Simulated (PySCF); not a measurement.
C4H10Ge.
Cartesian coordinates in Å at the PBE0-D3(BJ)/def2-SVP level; atoms count from 1:
```xyz
15
C4H10Ge angstrom
C     -2.382   -0.459   -0.251
C     -1.403    0.644    0.142
C      0.023    0.277   -0.124
C      1.005    0.240    0.787
Ge     2.827   -0.253    0.364
H     -2.212   -1.368    0.346
H     -2.271   -0.733   -1.312
H     -3.424   -0.141   -0.096
H     -1.526    0.905    1.206
H     -1.644    1.558   -0.432
H      0.251    0.009   -1.166
H      0.764    0.504    1.825
H      3.272   -1.474    1.193
H      2.909   -0.599   -1.135
H      3.799    0.903    0.672
```

Computed with TDDFT B3LYP/def2-SVPD, vertical, gas phase, core orbitals frozen in the response in PySCF. Relativistic effects, spin–orbit coupling among them, are left out although an element past zinc is present.

Each state is given a Gaussian of 0.25 eV full width at half maximum, with ε(max) = 2.175×10⁸ f / Δν̃ (Δν̃ the width in cm⁻¹). The width is an assumption, not a result. The curve ends short of the highest state used, and states not computed would add to its high-energy end.

(E (eV), ε (L mol⁻¹ cm⁻¹)): (6.26, 20), (6.29, 54), (6.31, 99), (6.33, 177), (6.36, 396), (6.38, 649), (6.41, 1290), (6.43, 1963), (6.45, 2904), (6.48, 4963), (6.50, 6869), (6.52, 9272), (6.55, 13913), (6.57, 17720), (6.60, 24419), (6.62, 29396), (6.64, 34577), (6.67, 42163), (6.69, 46630), (6.71, 50222), (6.74, 53292), (6.76, 53478), (6.78, 52088), (6.81, 47295), (6.83, 42681), (6.86, 34583), (6.88, 29000), (6.90, 23699), (6.93, 16841), (6.95, 13196), (6.97, 10315), (7.00, 7258), (7.02, 5881), (7.05, 4470), (7.07, 3800), (7.09, 3249), (7.12, 2549), (7.14, 2137), (7.16, 1768), (7.19, 1306), (7.21, 1067), (7.24, 813), (7.26, 704), (7.28, 634)

Question: Where are the band maxima, and which computed states make them?

Answer: 184 nm (6.75 eV), ε about 54000, made up of S1 (12%) and S3 (87%) (ε in L mol⁻¹ cm⁻¹; maxima over ε = 5, shares over 10%). The states used: S1 6.64 eV (f 0.105); S2 6.73 eV (f 0.0064); S3 6.77 eV (f 0.435); S4 7.04 eV (f 0.029); S5 7.33 eV (f 0.0038); S6 7.39 eV (f 0.0007); S7 7.59 eV (f 0.0014); S8 7.73 eV (f 0.0080); S9 7.76 eV (f 0.0009); S10 7.88 eV (f 0.013).

Question: Coming from long wavelengths, where does ε first pass 100 L mol⁻¹ cm⁻¹?

Answer: At about 196 nm (6.31 eV), 0.33 eV below S1.

Question: Does any computed singlet lie in the visible range?

Answer: No computed singlet lies in the visible range (380 to 750 nm); the lowest, at 187 nm, stands 3.38 eV above its violet end (3.26 eV).

Question: What would ε be at 6.75 eV, the highest of these maxima, with half the width (0.125 eV)?

Answer: About 92500 L mol⁻¹ cm⁻¹ against 53600, a factor of about 1.7; a lone state at its own centre would give exactly 2.

The vertical ionisation energy (ΔSCF) is 9.35 eV, 1.47 eV above S10.

One conformer stands for the species.
